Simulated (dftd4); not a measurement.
sodium chloride (ClNa), singlet, geometry from GFN2-xTB (such geometries of metal compounds can be far from the true shape); D4 for tpssh run with dftd4.

The dftd4 input:
```
$ dftd4 mol.xyz --func tpssh --charge 0 --json dftd4.json --noedisp --grad

# file mol.xyz
2

Na    -0.00000000    -0.00000000    -1.36328114
Cl     0.00000000     0.00000000     0.88212309
```

Q: Predict the main parts of the log of this dftd4 run.

A: 
```
                    ____  _____ _____     ____  _  _
      -------------|  _ \|  ___|_   _|---|  _ \| || |------------
     |             | | | | |_    | | ___ | | | | || |_           |
     |             | |_| |  _|   | ||___|| |_| |__   _|          |
     |             |____/|_|     |_|     |____/   |_|            |
     |             ===================================           |
     |            E. Caldeweyher, S. Ehlert & S. Grimme          |
     |          Mulliken Center for Theoretical Chemistry        |
     |                    University of Bonn                     |
      -----------------------------------------------------------

Rational (Becke-Johnson) damping: tpssh-D4-ATM
---------------------
  s6         1.0000
  s8         1.8590
  s9         1.0000
  a1         0.4429
  a2         4.6023
 alp        16.0000
--------------------

Dispersion energy:      -7.3493993797902E-04 Eh

Gradient norm:           1.2616018678298E-05 Eh/a0
--------------------------------------------------
     #    Z           dE/dx      dE/dy      dE/dz
--------------------------------------------------
     1   11 Na    0.000E+00  0.000E+00 -8.921E-06
     2   17 Cl    0.000E+00  0.000E+00  8.921E-06
--------------------------------------------------

Virial:
--------------------------------------------------
      component           x          y          z
--------------------------------------------------
          x       0.000E+00  0.000E+00  0.000E+00
          y       0.000E+00  0.000E+00  0.000E+00
          z       0.000E+00  0.000E+00  3.785E-05
--------------------------------------------------

[Info] Dispersion results written to 'dftd4.txt'
[Info] JSON dump of results written to 'dftd4.json'
```
